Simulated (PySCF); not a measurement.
Magnesium: a sound run and one with changed settings

Sound run: Mg⁺ [Ne] 3s1, Mg²⁺ [Ne]. Calculation: PySCF 2.14, in aug-cc-pVDZ-DK (5s4p2d, 27 functions); the spin-free X2C one-electron Hamiltonian (Gaussian nucleus). The sound run starts from symmetry-adapted Hartree-Fock orbitals and uses a fine grid where one is needed.

Changed run: radial step 0.3 in ln r (0.13 in the sound run). This setting is unsound on purpose.

| species | method | sound run (hartree) | changed run (hartree) | converged |
| --- | --- | --- | --- | --- |
| Mg⁺ | UHF | -199.67045 | -199.67045 | yes |
| Mg⁺ | TPSS | -200.11130 | -200.11144 | yes |
| Mg⁺ | PBE0 | -199.99160 | -199.99159 | yes |
| Mg²⁺ | UHF | -199.12896 | -199.12896 | yes |
| Mg²⁺ | TPSS | -199.55796 | -199.55794 | yes |
| Mg²⁺ | PBE0 | -199.43264 | -199.43281 | yes |

Ionisation energy of Mg⁺:

```json
{"method": "UHF", "sound run (eV)": "14.735", "changed run (eV)": "14.735"}
{"method": "TPSS", "sound run (eV)": "15.057", "changed run (eV)": "15.062"}
{"method": "PBE0", "sound run (eV)": "15.210", "changed run (eV)": "15.205"}
```

A coarse radial grid mis-integrates the density and the exchange-correlation energy, with errors of either sign; Hartree-Fock needs no grid.

For comparison, NIST gives 15.035 eV between the lowest levels.
